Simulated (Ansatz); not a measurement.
The same path of BrH + CH5B (9 atoms, charge 0, multiplicity 1) was run twice with different band settings. Lost on the way: B1–C2, Br8–H9. Made: B1–Br8, C2–H9.

Theory: RHF/def2-SVP (Ansatz).

Relaxed end points:

```xyz
9
Properties=species:S:1:pos:R:3
B 0.049 0.336 0.243
C 0.079 0.543 1.804
H -0.858 0.290 2.304
H 0.911 0.041 2.300
H 0.231 1.623 1.951
H 1.066 0.163 -0.375
H -0.979 0.426 -0.373
Br -0.442 -3.388 0.511
H -0.514 -3.394 1.918
```

```xyz
9
Properties=species:S:1:pos:R:3
B -0.187 -0.758 -1.078
C 0.078 0.091 2.912
H -0.964 0.394 3.016
H 0.585 0.196 3.871
H 0.570 0.724 2.173
H 0.920 -0.337 -1.200
H -1.153 -0.064 -1.010
Br -0.429 -2.656 -0.995
H 0.123 -0.950 2.593
```

Common settings: movable images 5; climbing image yes; spring 5.0 eV/Å²; optimiser quadratic models (default); start path through a guess of the saddle point; iteration limit 60; end points relaxed.

| run | force threshold |
| --- | --- |
| 1 | 0.05 eV/Å |
| 2 | 0.5 eV/Å |

(1) What does each run give, and how far can it be trusted?

## Answers

(1) Run 1: converged after 17 iterations, highest image 1.523 eV above the first end. Neighbouring images differ by up to 2.0 eV, so the band resolves the path poorly. A vibrational analysis at the climbing image gives one clearly imaginary mode, 1407i cm⁻¹: a first-order saddle point.
Run 2: converged after 12 iterations, highest image 1.547 eV above the first end. The threshold of 0.5 eV/Å is loose, so the images may lie well off the minimum-energy path. Neighbouring images differ by up to 2.0 eV, so the band resolves the path poorly. The order of the stationary point at the top wasn't checked.
The orbitals stay closed-shell, which can raise the energy where a bond breaks towards radicals; this wasn't checked here.
